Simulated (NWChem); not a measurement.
System: BeSiH$_{4}$S; SMILES [SiH3][Be][SH]

```xyz
7

Be    -0.0399     0.1597     0.0043
S     -0.0570     2.0746    -0.0002
H      1.2966     2.1330    -0.0005
Si    -0.0154    -2.0168     0.0002
H     -0.9833    -2.5858    -0.9936
H     -0.3673    -2.5950     1.3377
H      1.3404    -2.5489    -0.3611
```
Atoms are numbered in this order, from 1.

All runs: NWChem. Pople sets run with spherical d functions. Geometry: optimised at PBE0/def2-SVP. Vertical excitations in the gas phase.

Problem. Estimate the computed values for PBE0/6-31G*, full TDDFT. Quantities: lowest excitation, singlet (eV); oscillator strength of that lowest state; lowest state with f > 0.02, singlet (eV); oscillator strength of that bright state; lowest triplet (eV); orbital gap (eV).

Solution. 
```json
{
 "lowest excitation, singlet (eV)": "5.00",
 "oscillator_strength_of_that_lowest_state": "0.000",
 "lowest state with f > 0.02, singlet (eV)": "5.40",
 "oscillator_strength_of_that_bright_state": "0.036",
 "lowest triplet (eV)": "4.22",
 "orbital gap (eV)": "6.48"
}
```
